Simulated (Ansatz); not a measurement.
Total energies of `Cl[Si](Cl)(Cl)Cc1ccc(-c2cnc(-c3ccccc3)nc2)cc1` from Ansatz at PBE-D4/def2-TZVP, gas phase (1 Eh = 27.2114 eV = 2625.5 kJ/mol). The reference geometry is relaxed at PBE-D4/def2-SVP.

```xyz
36

Cl   -1.290    3.078    5.725
Si   -2.610    1.500    5.937
Cl   -3.303    1.472    7.886
Cl   -4.207    1.799    4.659
C    -1.753   -0.129    5.542
C    -1.267   -0.184    4.117
C    -0.007    0.341    3.761
C     0.425    0.333    2.431
C    -0.390   -0.195    1.403
C     0.069   -0.206    0.002
C     0.869    0.821   -0.551
N     1.302    0.814   -1.811
C     0.937   -0.231   -2.587
C     1.419   -0.250   -3.989
C     2.200    0.815   -4.488
C     2.658    0.794   -5.811
C     2.342   -0.288   -6.650
C     1.564   -1.351   -6.159
C     1.103   -1.334   -4.837
N     0.165   -1.260   -2.172
C    -0.250   -1.242   -0.906
C    -1.655   -0.714    1.763
C    -2.085   -0.704    3.093
H    -2.489   -0.931    5.761
H    -0.922   -0.233    6.271
H     0.648    0.759    4.541
H     1.425    0.721    2.189
H     1.147    1.698    0.064
H     2.435    1.651   -3.813
H     3.266    1.629   -6.193
H     2.703   -0.303   -7.690
H     1.316   -2.201   -6.814
H     0.494   -2.154   -4.431
H    -0.853   -2.106   -0.570
H    -2.324   -1.107    0.983
H    -3.082   -1.100    3.343
```

```csv
state,geometry,energy (Eh)
charge 0 singlet,reference,-2434.12933
charge 1 doublet,reference,-2433.85344
charge 1 doublet,relaxed at PBE-D4/def2-SVP,-2433.85735
charge -1 doublet,reference,-2434.16741
charge -1 doublet,relaxed at PBE-D4/def2-SVP,-2434.17133
free Cl atom (doublet),–,-459.95840
free Si atom (triplet),–,-289.22285
free C atom (triplet),–,-37.79597
free N atom (quartet),–,-54.53214
free H atom (doublet),–,-0.49962
```

Single mean-field runs in def2-TZVP are fitted with def2-universal-jkfit.

Work out the vertical ionisation energy to the doublet.

E(charge 1 doublet) − E(charge 0 singlet) = -2433.85344 − (-2434.12933) = 0.27589 Eh = 7.51 eV. For comparison, −ε of the highest occupied level is 5.67 eV at this level, 1.84 eV less.

Work out the vertical electron affinity, to the doublet.

E(charge 0 singlet) − E(charge -1 doublet) = -2434.12933 − (-2434.16741) = 0.03808 Eh = 1.04 eV. The basis lacks diffuse functions, which makes affinities too small.

Give the fundamental gap IE − EA, the Mulliken electronegativity (IE + EA)/2 and the hardness (IE − EA)/2.

From the values in Eh: IE − EA = 0.27589 − 0.03808 = 0.23781 Eh = 6.47 eV; (IE + EA)/2 = 4.27 eV; (IE − EA)/2 = 3.24 eV. The HOMO–LUMO gap of the same run is 2.96 eV, 3.51 eV smaller than the fundamental gap.

How much does the charge 1 doublet relax, and what is the adiabatic ionisation energy?

Relaxation: -2433.85344 − (-2433.85735) = 0.00391 Eh = 0.11 eV. Adiabatic ionisation energy: 0.27198 Eh = 7.40 eV, without zero-point energy. 

How much does the charge -1 doublet relax, and what is the adiabatic electron affinity?

Relaxation: -2434.16741 − (-2434.17133) = 0.00392 Eh = 0.11 eV. Adiabatic electron affinity: 0.04200 Eh = 1.14 eV, without zero-point energy. 

What is the binding energy per atom against free atoms?

Atoms: 3 × (-459.95840) + 1 × (-289.22285) + 17 × (-37.79597) + 2 × (-54.53214) + 13 × (-0.49962) = -2427.18888 Eh. Binding: -2427.18888 − (-2434.12933) = 6.94045 Eh = 188.86 eV, or 5.25 eV for each of 36 atoms (no zero-point energy, no counterpoise term).

At PBE-D4/def2-TZVP the highest occupied level of the charge -1 doublet lies above zero (up to 0.67 eV). By energy differences its removal costs 1.04 eV (vertical, to the charge 0 singlet, at PBE-D4/def2-TZVP); self-interaction error and the lack of diffuse functions both raise the level. At PBE-D4/def2-TZVP the highest occupied level of the relaxed charge -1 doublet lies above zero (up to 0.34 eV). By energy differences its removal costs 1.14 eV (each at its own geometry, to the charge 0 singlet, at PBE-D4/def2-TZVP); self-interaction error and the lack of diffuse functions both raise the level.
